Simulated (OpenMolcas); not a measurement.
I VI: effect of the active space

- Program: OpenMolcas
- Method: MS-CASPT2 or its RAS form, IPEA 0.25 Eh, imaginary shift 0.1 Eh
- Basis: ANO-RCC-VQZP
- Scalar Hamiltonian: DKH2, point nucleus
- Spin-orbit coupling: state interaction with AMFI integrals over the reference wave functions, term energies averaged over their components

A. 2 electrons in 4 orbitals (5s 5p); 2S+1 = 3 even, 3 roots; 2S+1 = 1 even, 7 roots; 2S+1 = 3 odd, 3 roots; 2S+1 = 1 odd, 3 roots; closed shells correlated: 4d; CASPT2 step of the order of 5 core-seconds
B. 2 electrons in 8 orbitals (5s 5p 6s 6p); 2S+1 = 3 even, 3 roots; 2S+1 = 1 even, 7 roots; 2S+1 = 3 odd, 3 roots; 2S+1 = 1 odd, 3 roots; closed shells correlated: 4d; CASPT2 step of the order of 9 core-seconds
C. 2 electrons in 9 orbitals (RAS2 5s 5p; RAS3 5d, at most 2 electrons); 2S+1 = 3 even, 3 roots; 2S+1 = 1 even, 7 roots; 2S+1 = 3 odd, 3 roots; 2S+1 = 1 odd, 3 roots; closed shells correlated: 4d; CASPT2 step about 11 core-seconds

Energies in cm⁻¹ above 5s² ¹S₀, the measured ground level; measured values from the list in Rauch et al., Astron. Astrophys. 606, A105 (2017).

```tsv
Level	A	B	C	Measured
5s² ¹S₀	0.0	0.0	0.0	0.0
5s 5p ³P°₀	86870	86590	87300	85666
5s 5p ³P°₁	90030	89740	90440	89262
5s 5p ³P°₂	98790	98500	99170	99685
5s 5p ¹P°₁	125610	125140	126280	127424
5p² ³P₀	201780	201570	202270	200085
5p² ³P₁	208690	208340	209040	208474
5p² ¹D₂ [55 %]	210330	209360	210690	209432
5p² ³P₂ [55 %]	221320	220540	220630	221984
```

Deviations, from unrounded energies. A percentage is the sum of absolute deviations over the sum of measured energies, with the sign that they share, or ± where signs differ.

```json
{"Against measurement": "mean absolute deviation (cm-1)", "Levels": "8", "A": "1000", "B": "1000", "C": "1200"}
{"Against measurement": "other configurations (%)", "Levels": "8", "A": "±0.7", "B": "±0.6", "C": "±0.8"}
```

A, B lie about equally close to measurement and C furthest from it. The largest miss of B in the table is 5s 5p ¹P°₁, by -2300 cm-1. The ranking rests on the paired levels alone, and a cruder setting can come out closer through cancelling errors.

The two smallest mean deviations differ by little beside CASPT2's spread within terms, so their order carries little weight.

Among A to C the level of the table that moves most is 5p² ¹D₂ [55 %], by 1300 cm-1 (lowest in B, highest in C). Moves below CASPT2's spread within the term are not significant.

CASPT2 does not keep the components of a term degenerate, so their means are used; among the terms shown or strongly mixed into the levels shown the widest spread is 110 cm-1 (5p² ¹D, B). Over all roots computed the reference weight is 0.90 to 0.95 in A, 0.88 to 0.95 in B; the roots of lowest weight are the least certain, and an intruder state may touch them. The ¹D term of p² mixes with s d, which this space lacks (holds for A; B). Active for correlation alone: 6p 6s; no level in the range computed is led by a configuration that fills them, so any true level of that kind is missing (holds for B). Active for correlation alone: 5d; no level in the range computed is led by a configuration that fills it, so any true level of that kind is missing (holds for C). Some terms mix strongly with configurations of 5d, whose occupation reaches 0.21 (5p² ¹D) (holds for C). Computed and measured levels are paired by configuration, term and J; levels that our copy of the source lacks, or whose pairing is in doubt (as where it misses far off the trend of its configuration), stay unpaired and out of the deviations. Levels of configurations outside the active space are missing. Levels that lie high or do not pair safely by name in every column are left out.

A share in square brackets marks a mixed level and gives the weight of the term that names it, the lowest over the columns. ° marks odd parity.
